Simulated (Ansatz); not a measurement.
`N[SiH]([SiH3])Br` and `N[SiH]([SeH])Br` differ in one atom or group.

Ansatz, PBE0-D4/def2-TZVP geometries, multiplicity 1. Each molecule was computed in one conformer, which needn't be the lowest.

Scalar relativity is left out up to krypton.

| property | `N[SiH]([SiH3])Br` |
| --- | --- |
| HOMO energy (ωB97M-V/def2-TZVPP) / eV | -9.83 |
| HOMO energy (PBE0/def2-TZVPP) / eV | -7.74 |
| HOMO–LUMO gap (PBE/def2-TZVPP) / eV | 5.38 |
| LUMO energy (ωB97M-V/def2-TZVPP) / eV | 1.38 |
| HOMO–LUMO gap (PBE0/def2-TZVPP) / eV | 7.45 |
| ideal-gas entropy at 298 K and 1 bar (rigid rotor, harmonic PBE0-D4/def2-TZVP) / J/(mol·K) | 368 |

(1) What does the change do to each property? (Estimate.)

## Answers

(1) Computed: 
| property | `N[SiH]([SeH])Br` | shift |
| --- | --- | --- |
| HOMO energy (ωB97M-V/def2-TZVPP) / eV | -9.43 | 0.40 |
| HOMO energy (PBE0/def2-TZVPP) / eV | -7.27 | 0.47 |
| HOMO–LUMO gap (PBE/def2-TZVPP) / eV | 4.82 | -0.56 |
| LUMO energy (ωB97M-V/def2-TZVPP) / eV | 1.43 | 0.05 |
| HOMO–LUMO gap (PBE0/def2-TZVPP) / eV | 6.83 | -0.62 |
| ideal-gas entropy at 298 K and 1 bar (rigid rotor, harmonic PBE0-D4/def2-TZVP) / J/(mol·K) | 361 | -7 |

With PBE0 the HOMO rises by 0.47 eV and the LUMO falls by 0.14 eV, so the gap narrows by about 0.61 eV. PBE moves the HOMO by 0.39 eV and ωB97M-V by 0.40 eV. The zero-point energy changes by -42.5 kJ/mol with -6 modes.

Spin–orbit coupling is left out; it splits and shifts lone-pair levels of the heavy atoms by tenths of an eV.
